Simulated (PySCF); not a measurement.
**Core-level binding energies of GeMeBr3**

Species: GeMeBr3, CH₃Br₃Ge.
Z-matrix (Å and degrees, PBE0-D3(BJ)/def2-SVP geometry), rows numbered from 1:
```
Ge
C   1  1.9323
H   2  1.0986  1  109.43
H   2  1.0989  1  108.76  3  -120.03
H   2  1.0988  1  108.82  3   120.23
Br  1  2.2971  2  110.43  3   176.20
Br  1  2.2959  2  111.69  3    56.27
Br  1  2.2959  2  111.58  3   -64.05
```

Theory: delta-SCF UKS SCAN, pcX-2 on the ionised atom, pcseg-1 elsewhere, spin-free X2C in PySCF 2.14.0. Binding energies are ΔSCF values: E(core-ionised, relaxed orbitals) − E(ground state) at a fixed geometry, referred to the vacuum level.

Question: Give the core binding energies atom by atom.

Answer: 
```csv
atom(s),environment,level,binding energy (eV),count
C2,carbon bonded to Ge and 3 H,C 1s,291.17,1
```

Question: Which photon energy gives electrons from C 1s of C2 a kinetic energy of 200 eV, and what is their de Broglie wavelength?

Answer: hν = 291.17 + 200 = 491.17 eV, recoil neglected; λ = 12.264 Å/√(E/eV) = 0.87 Å.

No level of bromine or germanium is listed. Isolated species at its PBE0-D3(BJ)/def2-SVP geometry, gas phase.

Hardware: one thread of an Arm Neoverse V1, no GPU, shared host with 64 logical CPUs at a one-minute load of 16. Cost: 6.7 s wall, 0.35 GiB resident at most.
